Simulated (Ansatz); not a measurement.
BeH2 (SMILES [BeH2]), charge 0, multiplicity 1, relaxed at each level with Ansatz (a first-principles code); harmonic frequencies from differences of analytic forces, average atomic masses, frozen cores.

Q: Give the equilibrium geometry, the harmonic frequencies and the zero-point energy at PBE0/def2-TZVPP.

A: 
(charge 0, multiplicity 1):
```xyz
3

Be     0.00000     0.00000     0.00000
H      0.00000     0.00000    -1.33770
H      0.00000     0.00000     1.33770
```
Frequencies (cm⁻¹): 711, 711, 2015, 2230. Zero-point energy 8.10 kcal/mol.

Q: Give the equilibrium geometry, the harmonic frequencies and the zero-point energy at CCSD(T)/cc-pVQZ.

A: 
(charge 0, multiplicity 1):
| atom | x (Å) | y (Å) | z (Å) |
|---|---|---|---|
| Be | 0.0000 | 0.0000 | 0.0000 |
| H | 0.0000 | 0.0000 | -1.3308 |
| H | 0.0000 | 0.0000 | 1.3308 |
Frequencies (cm⁻¹): 714, 714, 2042, 2250. Zero-point energy 8.18 kcal/mol.
